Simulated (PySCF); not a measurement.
## UHF on Pd⁺ (palladium, charge +1)

Configuration: [Kr] 4d9, 2D determinant. All numbers are calculated (PySCF 2.14, a scalar-relativistic core potential, in cc-pVTZ-PP with ECP28MDF (5s5p4d2f1g, 63 functions)).

```
Total energy                                                  : -126.379654 hartree
One-electron energy                                           : -220.2502 hartree
Hartree (Coulomb) energy                                      : 105.6974 hartree
Exchange energy                                               : -11.8268 hartree
⟨S²⟩                                                          : 0.7567
⟨L²⟩                                                          : 6.043
Sum of ⟨r⟩                                                    : 21.40 bohr
Sum of ⟨r²⟩                                                   : 32.42 bohr²
Traceless quadrupole moment −½Σ⟨3z² − r²⟩ along its main axis : -0.661 e·bohr²
Time after the integrals                                      : 0.29 s of wall time on 1 thread of Intel(R) Xeon(R) 6975P-C (shared host)
```

```tsv
shell	electrons	mean orbital energy (hartree)	spread (hartree)	rms radius, mean of both spins (bohr)
4s α	1	-4.32904	0	1.02
4s β	1	-4.25596	0	1.02
4p α	3	-2.89520	0.06017	1.13
4p β	3	-2.80468	0.04599	1.13
4d α	5	-0.77594	0.07326	1.59
4d β	4	-0.73618	0.05393	1.59
```

Energies and moments cover only the electrons outside the core potential.
